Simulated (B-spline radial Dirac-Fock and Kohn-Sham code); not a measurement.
K-line shifts caused by a second vacancy in Mo⁴⁺

System: molybdenum as Mo⁴⁺ in the configuration [Kr] 4d1 5p1 (not the ground configuration).

The computed values come from a radial B-spline solver: ΔSCF Dirac-Fock with Breit, self-energy and vacuum polarisation, finite nucleus, configuration average. Each two-hole energy is an average over J within one jj subconfiguration, not an observable level; in light atoms, where LS coupling holds, the j-resolved values are not observed lines, and for a K spectator the Kα1 hypersatellite is nearly forbidden. Correlation energy is missing from these numbers.

Lines without a spectator: Kα2 (K-L2) 17371.9 eV, Kα1 (K-L3) 17476.8 eV, Kβ3 (K-M2) 19585.6 eV, Kβ1 (K-M3) 19603.4 eV. Shifts in eV with one spectator hole (a dash: not computed, or left out as unreliable):

| spectator hole | Kα2 | Kα1 | Kβ3 | Kβ1 |
| --- | --- | --- | --- | --- |
| K (1s) | +467.0 | +477.2 | +592.6 | +594.7 |
| L2 (2p1/2) | +48.9 | +60.9 | – | +132.3 |
| L3 (2p3/2) | +50.7 | +49.9 | +121.3 | – |
| M2 (3p1/2) | – | +5.93 | +14.40 | +17.72 |
| M3 (3p3/2) | +4.69 | – | +15.67 | +15.10 |
| M4 (3d3/2) | +0.26 | -1.76 | – | – |
| M5 (3d5/2) | -2.04 | -0.65 | – | – |
